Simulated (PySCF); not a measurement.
BrH₃InN. Atoms are numbered in the order given.

```xyz
6

In    -0.8615    -0.1107     0.0018
H     -1.8308    -1.3422     0.6703
Br     1.6227    -0.2400     0.2318
N     -1.3925     1.6076    -0.8874
H     -2.3116     1.7476    -1.2918
H     -0.6918     2.1628    -1.3666
```
Charge 0, spin multiplicity 1.

Geometry optimised at PBE0-D3(BJ)/def2-SVP. The def2 effective core potentials stand for the cores of In; spin–orbit coupling is left out. The values are those of a single conformer.

Level of theory: PBE0/def2-TZVPD in PySCF.

Task: Estimate the frontier levels, gap, dipole moment and polarisability. (Estimate from the structure and the level; the computed values follow.)

Result: 
```yaml
highest_occupied_level: -7.48 eV
lowest_empty_level: -1.37 eV
orbital_gap: 6.11 eV
dipole_moment: 2.99 D
quadrupole, principal values (traceless, Buckingham form, about the centre of nuclear charge): -2.56, -0.53, 3.09 D·Å
mean_static_polarisability: 70.2 bohr³ (10.41 Å³)
polarisability_principal_values: 54.4, 71.4, 84.8 bohr³
```
